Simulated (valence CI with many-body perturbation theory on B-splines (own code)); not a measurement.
## Ladder of approximations for Lu⁶⁶⁺

Calculated by relativistic CI+MBPT: three valence electrons over a frozen Dirac-Fock core [He], a basis of 11 s, 11 p, 9 d, 7 f, 5 g, 2 h, 1 i functions for each j, with the one-electron correlation potential Σ1, the two-electron term Σ2, the three-electron term Σ3, Breit, model QED; selected CI, second order for the rest (own B-spline code, finite nucleus).

No measured spectrum was set against this ion. As an estimate, large intervals hold to a few tenths of a per cent, small ones and those within an open d or f shell to about a per cent.

Each rung adds one term. CI alone is the Dirac-Coulomb CI over the frozen core; QED comes last and gives the full result, which names the levels. Energies are above (2s^2 2p1/2) J=1/2 on the same rung, in Ry.

Levels are named by their leading jj configuration (3d3/2^4 stands for four electrons in 3d with j = 3/2), which in mixed levels can hold well under half, so a name can repeat and another be missing. Letters in brackets count levels of one name in rising energy.

| Level | CI alone | Σ1 | Σ2 | Σ3 | Breit | QED | Full |
| --- | --- | --- | --- | --- | --- | --- | --- |
| (2s 2p1/2^2) J=1/2 | 18.50 | -0.025 | -0.011 | -0.002 | +1.270 | -1.169 | 18.56 |
| (2s^2 2p3/2) J=3/2 | 90.20 | +0.014 | -0.001 | -0.001 | -1.261 | +0.099 | 89.05 |
| (2s 2p1/2 2p3/2) J=3/2 [a] | 103.23 | -0.010 | -0.005 | 0.000 | -0.080 | -1.047 | 102.09 |
| (2s 2p1/2 2p3/2) J=5/2 | 106.85 | -0.010 | -0.008 | -0.002 | -0.774 | -1.048 | 105.01 |
| (2s 2p1/2 2p3/2) J=1/2 | 111.18 | -0.010 | -0.024 | -0.004 | -0.037 | -1.053 | 110.05 |
| (2s 2p1/2 2p3/2) J=3/2 [b] | 111.72 | -0.010 | -0.018 | -0.004 | -0.430 | -1.051 | 110.20 |
| (2p1/2^2 2p3/2) J=3/2 | 130.83 | -0.035 | -0.034 | -0.005 | +0.954 | -2.194 | 129.52 |
| (2s 2p3/2^2) J=5/2 | 195.10 | +0.005 | -0.005 | -0.002 | -1.724 | -0.927 | 192.45 |
| (2s 2p3/2^2) J=1/2 | 202.04 | +0.005 | -0.007 | -0.005 | -1.029 | -0.929 | 200.08 |
| (2s 2p3/2^2) J=3/2 | 202.58 | +0.005 | -0.022 | -0.005 | -1.498 | -0.932 | 200.13 |
| (2p1/2 2p3/2^2) J=3/2 | 217.59 | -0.021 | -0.031 | -0.005 | -0.297 | -2.101 | 215.14 |
| (2p1/2 2p3/2^2) J=5/2 | 219.91 | -0.021 | -0.028 | -0.005 | -0.964 | -2.101 | 216.79 |
| (2p1/2 2p3/2^2) J=1/2 | 223.04 | -0.021 | -0.025 | -0.005 | -0.083 | -2.101 | 220.80 |
| (2p3/2^3) J=3/2 | 310.81 | -0.006 | -0.024 | -0.005 | -1.557 | -1.982 | 307.24 |
| (2s^2 3s) J=1/2 | 710.86 | +0.035 | -0.005 | -0.005 | -1.803 | +0.291 | 709.37 |
| (2s^2 3p1/2) J=1/2 | 717.07 | +0.029 | -0.006 | -0.005 | -1.472 | -0.066 | 715.55 |
| (2s 2p1/2 3s) J=1/2 [a] | 723.35 | +0.010 | -0.004 | -0.005 | -0.729 | -0.843 | 721.78 |
| (2s 2p1/2 3s) J=3/2 | 725.65 | +0.010 | -0.010 | -0.005 | -1.051 | -0.848 | 723.75 |
| (2s 2p1/2 3s) J=1/2 [b] | 727.64 | +0.010 | -0.007 | -0.005 | -0.887 | -0.855 | 725.90 |
| (2s 2p1/2 3p1/2) J=1/2 [a] | 728.59 | +0.004 | -0.004 | -0.005 | -0.399 | -1.197 | 726.99 |
| (2s 2p1/2 3p1/2) J=3/2 | 731.01 | +0.005 | -0.010 | -0.005 | -0.787 | -1.194 | 729.02 |
| (2s 2p1/2 3p1/2) J=1/2 [b] | 733.86 | +0.005 | -0.013 | -0.005 | -0.501 | -1.190 | 732.16 |
| (2s^2 3p3/2) J=3/2 | 743.71 | +0.033 | -0.006 | -0.005 | -1.853 | -0.019 | 741.86 |
| (2p1/2^2 3s) J=1/2 | 745.65 | -0.014 | -0.021 | -0.005 | +0.450 | -1.979 | 744.09 |
| (2s^2 3d3/2) J=3/2 | 748.08 | +0.036 | -0.006 | -0.005 | -2.032 | -0.064 | 746.01 |
| (2p1/2^2 3p1/2) J=1/2 | 750.66 | -0.020 | -0.025 | -0.005 | +0.738 | -2.319 | 749.03 |
| (2s^2 3d5/2) J=5/2 | 755.17 | +0.035 | -0.007 | -0.005 | -2.075 | -0.074 | 753.05 |
| (2s 2p1/2 3p3/2) J=3/2 [a] | 756.05 | +0.008 | -0.005 | -0.005 | -0.751 | -1.159 | 754.14 |
| (2s 2p1/2 3p3/2) J=5/2 | 758.79 | +0.009 | -0.011 | -0.005 | -1.141 | -1.129 | 756.51 |
| (2s 2p1/2 3p3/2) J=3/2 [b] | 758.90 | +0.008 | -0.012 | -0.005 | -1.045 | -1.160 | 756.69 |
| (2s 2p1/2 3p3/2) J=1/2 | 759.23 | +0.007 | -0.014 | -0.005 | -0.952 | -1.182 | 757.09 |

The middle columns are the shifts that each term adds.

(1) How does the ionisation energy move along the ladder, and which term matters most?

Answers

(1) CI alone 17142, + Σ1 17142, + Σ2 17142, + Σ3 17142, + Breit 17113, + QED 17112 eV. The largest step is Breit, -29 eV. NIST lists 17120 ± 40 eV (theoretical).
